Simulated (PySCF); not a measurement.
CsI, singlet, geometry from GFN2-xTB (such geometries of metal compounds can be far from the true shape) (core potentials on Cs, I); DF-SVWN5/def2-TZVPD (PySCF).

The PySCF input:
```python
from pyscf import gto, scf, dft
import numpy

mol = gto.M(
    atom='''
Cs   -0.000000   -0.000000   -1.639513
I     0.000000    0.000000    1.701381
''',
    basis='def2-tzvpd',
    ecp={'Cs': 'def2-tzvpd', 'I': 'def2-tzvpd'},
    charge=0,
    spin=0,
    verbose=4,
)
print('smallest overlap eigenvalue', numpy.linalg.eigvalsh(mol.intor('int1e_ovlp'))[0])

mf = dft.RKS(mol)
mf.xc = 'lda,vwn'
mf = mf.density_fit(auxbasis='def2-universal-jkfit')
mf = scf.addons.remove_linear_dep_(mf, threshold=1e-4, lindep=1e-4)
mf.kernel()
mf.analyze()
```

Output, abridged:

```
PySCF version 2.14.0

[INPUT] verbose = 4
[INPUT] num. atoms = 2
[INPUT] num. electrons = 34
[INPUT] charge = 0
[INPUT] spin (= nelec alpha-beta = 2S) = 0
[INPUT] symmetry False subgroup None
[INPUT] Mole.unit = angstrom
[INPUT] Symbol           X                Y                Z      unit          X                Y                Z       unit  Magmom
[INPUT]  1 Cs     0.000000000000   0.000000000000  -1.639513000000 AA    0.000000000000   0.000000000000  -3.098230547664 Bohr   0.0
[INPUT]  2 I      0.000000000000   0.000000000000   1.701381000000 AA    0.000000000000   0.000000000000   3.215144123539 Bohr   0.0

nuclear repulsion = 35.6386262051415
number of shells = 31
number of NR pGTOs = 147
number of NR cGTOs = 91
basis = def2-tzvpd
ecp = {'Cs': 'def2-tzvpd', 'I': 'def2-tzvpd'}
input.py:20: DeprecationWarning: remove_linear_dep_ is deprecated and will be removed in a future release. Linear dependency handling is now built into the SCF procedure by default. Linear dependency removal can be controlled using the following settings:
  pyscf.scf.hf.remove_overlap_zero_eigenvalue = True
  pyscf.scf.hf.overlap_zero_eigenvalue_threshold = 1e-6

  mf = scf.addons.remove_linear_dep_(mf, threshold=1e-4, lindep=1e-4)
smallest overlap eigenvalue 0.0025472501299822806

******** <class 'pyscf.df.df_jk.DFRKS'> ********
method = DFRKS
initial guess = minao
damping factor = 0
level_shift factor = 0
DIIS = <class 'pyscf.scf.diis.CDIIS'>
diis_start_cycle = 1
diis_space = 8
diis_damp = 0
SCF conv_tol = 1e-09
SCF conv_tol_grad = None
SCF max_cycles = 50
direct_scf = False
XC library pyscf.dft.libxc version 7.1.2
    S. Lehtola, C. Steigemann, M. J. T. Oliveira, and M. A. L. Marques,  SoftwareX 7, 1–5 (2018)
XC functionals = lda,vwn
    P. A. M. Dirac,  Math. Proc. Cambridge Philos. Soc. 26, 376 (1930)
    F. Bloch,  Z. Phys. 57, 545 (1929)
    S. H. Vosko, L. Wilk, and M. Nusair,  Can. J. Phys. 58, 1200 (1980)
radial grids:
    Treutler-Ahlrichs [JCP 102, 346 (1995); DOI:10.1063/1.469408] (M4) radial grids

becke partition: Becke, JCP 88, 2547 (1988); DOI:10.1063/1.454033
pruning grids: <function nwchem_prune>
grids dens level: 3
symmetrized grids: False
atomic radii adjust function: <function treutler_atomic_radii_adjust>
small_rho_cutoff = 0
Set gradient conv threshold to 3.16228e-05
Initial guess from minao.
tot grids = 45672
init E= -271.998615848023
  HOMO = -0.979948678505865  LUMO = -0.559779454635551  gap/eV = 11.43339
cycle= 1 E= -315.190649889518  delta_E= -43.2  |g|= 3.88  |ddm|= 19.3
  HOMO = -0.0202356741038282  LUMO = -0.013292850131374  gap/eV = 0.18892
cycle= 2 E= -308.667946179943  delta_E= 6.52  |g|=  5.2  |ddm|= 10.3
  HOMO = -0.442023442629723  LUMO = -0.193773398937132  gap/eV = 6.75523
cycle= 3 E= -317.060245450376  delta_E= -8.39  |g|= 0.927  |ddm|= 6.36
  HOMO = -0.115945745989528  LUMO = -0.0837753628143734  gap/eV = 0.87540
cycle= 4 E= -317.227898020905  delta_E= -0.168  |g|= 0.788  |ddm|= 3.06
  HOMO = -0.179341166472633  LUMO = -0.0616449694075847  gap/eV = 3.20268
cycle= 5 E= -317.466640058097  delta_E= -0.239  |g|= 0.151  |ddm|= 1.75
  HOMO = -0.166559540997489  LUMO = -0.0668360917740349  gap/eV = 2.71361
cycle= 6 E= -317.469226949597  delta_E= -0.00259  |g|= 0.133  |ddm|= 0.266
  HOMO = -0.165709971182734  LUMO = -0.0658007628415156  gap/eV = 2.71867
cycle= 7 E= -317.4729131228  delta_E= -0.00369  |g|= 0.00927  |ddm|= 0.0989
  HOMO = -0.16773895330975  LUMO = -0.0657288362554596  gap/eV = 2.77584
cycle= 8 E= -317.472954126633  delta_E= -4.1e-05  |g|= 0.00253  |ddm|= 0.0239
  HOMO = -0.167486390275464  LUMO = -0.065748131024991  gap/eV = 2.76844
cycle= 9 E= -317.472956417689  delta_E= -2.29e-06  |g|= 0.000336  |ddm|= 0.00443
  HOMO = -0.167536998543384  LUMO = -0.0657483733907931  gap/eV = 2.76981
cycle= 10 E= -317.472956449445  delta_E= -3.18e-08  |g|= 3.11e-05  |ddm|= 0.000645
  HOMO = -0.167534658911316  LUMO = -0.0657500176855432  gap/eV = 2.76970
cycle= 11 E= -317.472956449817  delta_E= -3.72e-10  |g|= 2.32e-06  |ddm|= 6.82e-05
  HOMO = -0.167533867719479  LUMO = -0.0657500720172948  gap/eV = 2.76968
Extra cycle  E= -317.472956449816  delta_E= 2.84e-13  |g|= 2.86e-06  |ddm|= 8.23e-06
converged SCF energy = -317.472956449816
**** SCF Summaries ****
Total Energy =                        -317.472956449816422
Nuclear Repulsion Energy =              35.638626205141499
One-electron Energy =                 -624.611347735726554
Two-electron Energy =                  271.499765080768611
Two-electron Coulomb Energy =          296.450233147728227
DFT Exchange-Correlation Energy =      -24.950468066959637
HOMO-LUMO gap [eV] =                     2.769678155432951
**** MO energy ****
MO #1   energy= -6.49279742128445  occ= 2
MO #2   energy= -4.55701852352586  occ= 2
MO #3   energy= -4.5561980408375   occ= 2
MO #4   energy= -4.55619804083749  occ= 2
MO #5   energy= -1.70496535962756  occ= 2
MO #6   energy= -1.70458702526192  occ= 2
MO #7   energy= -1.70458702526192  occ= 2
MO #8   energy= -1.70379327409125  occ= 2
MO #9   energy= -1.70376277644891  occ= 2
MO #10  energy= -0.999527732138023 occ= 2
MO #11  energy= -0.547045956718217 occ= 2
MO #12  energy= -0.509319452167651 occ= 2
MO #13  energy= -0.509319452167644 occ= 2
MO #14  energy= -0.496863204385653 occ= 2
MO #15  energy= -0.175969047853133 occ= 2
MO #16  energy= -0.16753386771949  occ= 2
MO #17  energy= -0.167533867719479 occ= 2
MO #18  energy= -0.0657500720172948 occ= 0
MO #19  energy= -0.0192882381076527 occ= 0
MO #20  energy= -0.0166362700654605 occ= 0
MO #21  energy= -0.0166362700654558 occ= 0
MO #22  energy= -0.00937256170246498 occ= 0
MO #23  energy= -0.00937247728178882 occ= 0
MO #24  energy= 0.00701627602444341 occ= 0
MO #25  energy= 0.00701627602444648 occ= 0

WARN: Weak orthogonality for localized orbitals 2.525920944373313e-09

Dipole moment(X, Y, Z, Debye): -0.00000, -0.00000, -11.03172
```
